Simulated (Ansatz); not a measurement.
# ClH4SbSi: structure from calculated spectroscopic constants

These gas-phase data were calculated for one isomer of ClH4SbSi at PBE0-D4/def2-SVP (harmonic, unscaled wavenumbers; equilibrium rotational constants with average atomic masses):

* rotational constants: 3.53, 2.303, 1.441 GHz
* all wavenumbers above 1500 cm⁻¹: 2257, 2243, 2219, 1943
* dipole moment: 2.50 D (PBE0/def2-TZVPD)

Candidates:

(1) `Cl[SiH2][SbH2]`, a singlet
(2) `[SiH3][SbH][Cl]`, a singlet

Problem. Assign the data to one candidate and say why.

Solution. Candidate (2). 3 modes lie between 2000 and 2380 cm⁻¹, one for each Si–H bond, while (1) has 2.

The same quantities for all candidates:

```tsv
	rotational constants (GHz)	wavenumbers above 1500 cm⁻¹	dipole (D)	E above the lowest, PBE0-D4/def2-SVP (kcal/mol)
(1)	9.434, 1.113, 1.019	2246, 2232, 1967, 1951	1.37	0.0
(2)	3.53, 2.303, 1.441	2257, 2243, 2219, 1943	2.50	7.6
```

Harmonic stretches to hydrogen usually lie a few per cent above observed fundamentals. Each candidate is one conformer. Atoms past krypton carry core potentials. Programs: Ansatz 0.2.0.
